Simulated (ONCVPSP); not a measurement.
An all-electron radial function and its pseudo partner (Ru (Z = 44))

Columns: radius, all-electron u(r) and pseudo u(r) of the 4s shell (level -76.75 eV) of ruthenium in the configuration [Ar] 3d10 4s2 4p6 4d7 5s0.75 5p0.25; PBEsol, scalar-relativistic, ONCV scheme, ONCVPSP 4.0.1.

| r (bohr) | all-electron | pseudo |
| --- | --- | --- |
| 0.088 | 0.3957 | 0.1531 |
| 0.175 | -0.0434 | 0.3017 |
| 0.262 | -0.5725 | 0.4447 |
| 0.350 | -0.5711 | 0.5800 |
| 0.438 | -0.2174 | 0.7020 |
| 0.525 | 0.2271 | 0.8058 |
| 0.612 | 0.6202 | 0.8897 |
| 0.700 | 0.9072 | 0.9522 |
| 0.788 | 1.0780 | 0.9913 |
| 0.875 | 1.1490 | 1.0068 |
| 0.962 | 1.1466 | 0.9999 |
| 1.050 | 1.0936 | 0.9714 |
| 1.138 | 1.0099 | 0.9231 |
| 1.225 | 0.9118 | 0.8588 |
| 1.312 | 0.8088 | 0.7816 |
| 1.400 | 0.7065 | 0.6957 |
| 1.487 | 0.6115 | 0.6084 |
| 1.575 | 0.5236 | 0.5232 |
| 1.662 | 0.4461 | 0.4461 |
| 1.750 | 0.3771 | 0.3771 |
| 1.838 | 0.3173 | 0.3172 |
| 1.925 | 0.2664 | 0.2663 |
| 2.012 | 0.2229 | 0.2229 |
| 2.100 | 0.1856 | 0.1856 |
| 2.188 | 0.1542 | 0.1542 |
| 2.275 | 0.1281 | 0.1281 |

Problem. How many radial nodes do the two functions have?

Solution. The all-electron 4s function has n − l − 1 = 3 (the table is too coarse to show those close to the nucleus); the pseudo-wave has 0, since the states of the same l below it are removed with the core.

Problem. At about which radius was the pseudo-wave matched?

Solution. 1.70 bohr. The columns agree to 0.0005 from 1.57 bohr on; several derivatives are matched, so the curves merge somewhat inside the radius.

Problem. Is the pseudo-wave norm-conserving?

Solution. Yes: the ONCV scheme keeps the norm inside the radius equal to the all-electron one, which fixes the energy derivative of the logarithmic derivative at the level.
